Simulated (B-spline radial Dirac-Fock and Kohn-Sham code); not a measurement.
**Satellites and hypersatellites of the K lines of Cr**

System: the free chromium atom, configuration [Ar] 3d5 4s1.

The computed values come from a radial finite-basis atomic code: relaxed Dirac-Fock hole states (ΔSCF) with Breit and QED corrections and a finite nucleus. Each two-hole energy is an average over J within one jj subconfiguration, not an observable level; in light atoms, where LS coupling holds, the j-resolved values are not observed lines, and for a K spectator the Kα1 hypersatellite is nearly forbidden. Electron correlation is not included.

Lines without a spectator: Kα2 (K-L2) 5405.4 eV, Kα1 (K-L3) 5413.8 eV, Kβ3 (K-M2) 5942.7 eV, Kβ1 (K-M3) 5943.7 eV. Shifts in eV with one spectator hole (a dash: not computed, or left out as unreliable):

```
spectator hole     Kα2     Kα1     Kβ3     Kβ1
        K (1s)  +249.8  +251.4  +310.0  +310.3
    L2 (2p1/2)  +22.25  +27.26       –   +62.1
    L3 (2p3/2)  +25.68  +24.52   +60.4       –
    M2 (3p1/2)       –   +1.75   +3.64   +4.98
    M3 (3p3/2)   +1.62       –   +4.73   +4.36
```

With n spectator holes in 2p, averaged over the 2p shell (energies in eV):

```
n    KαLⁿ   step  hypersatellite KαʰLⁿ
0  5411.0      –                5661.9
1  5436.4  +25.4                5688.4
2  5462.8  +26.4                5716.0
3  5490.3  +27.5                5744.7
4  5518.9  +28.6                5774.5
5  5548.6  +29.7                5805.4
```
